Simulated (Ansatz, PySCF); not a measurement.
Reaction (SMILES): C=CCCC(C)C [5-methylhex-1-ene] → [CH3] (CH3) + C=CCC[CH]C (the C-C bond at the site shown breaks; other sites are not compared here)
Structures are relaxed separately at B3LYP-D3(BJ)/def2-TZVP in Ansatz (a program for electronic structure), one conformer each, not searched for the lowest. Frequencies are from Ansatz or PySCF.

Wanted: bond dissociation energy (0 K, with B3LYP-D3(BJ) harmonic zero-point energies), in kcal/mol. Cores are frozen in the correlated levels unless marked. UHF or UKS for open shells. No spin-orbit coupling. No relativistic terms. Basis-set limits of correlation are two-point, X^-3; Hartree-Fock from the larger set. The bracket is a focal-point correction in the basis named.

Level to compare with: RI-MP2/CBS(cc-pVTZ,cc-pVQZ)+[CCSD(T)-MP2]/cc-pVTZ (Ansatz), 86.8 kcal/mol. It is a level with limits of its own, and the differences hold the functionals' basis error too.

Rank these functionals by how close they come to RI-MP2/CBS(cc-pVTZ,cc-pVQZ)+[CCSD(T)-MP2]/cc-pVTZ, closest first: wB97X-V/def2-TZVPD (Ansatz); PBE/def2-TZVPD (Ansatz); B97M-V/def2-TZVPD (Ansatz).

wB97X-V/def2-TZVPD (range-separated hybrid with VV10, 86.3 kcal/mol, difference -0.5), B97M-V/def2-TZVPD (meta-GGA with VV10, 82.6 kcal/mol, difference -4.2), PBE/def2-TZVPD (GGA, 80.9 kcal/mol, difference -5.9)
